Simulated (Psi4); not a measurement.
Psi4 was given this input:
```
memory 2 GB

molecule mol {
0 1
F    -0.843028   -1.170729   -0.507699
As    0.013194   -0.005516    0.423912
F     1.416347   -0.120513   -0.564356
F    -0.621699    1.311469   -0.482288
}

set {
  basis cc-pvdz
  reference rhf
  stability_analysis check
  scf_type pk
}

energy('scf')
print_variables()
```

**Question.** What does this run give for the number of basis functions, nuclear repulsion energy, dipole moment?

**Answer.** 
```json
{
 "number_of_basis_functions": "69",
 "nuclear_repulsion_energy": "325.7080 Eh",
 "dipole_moment": "3.52 D"
}
```
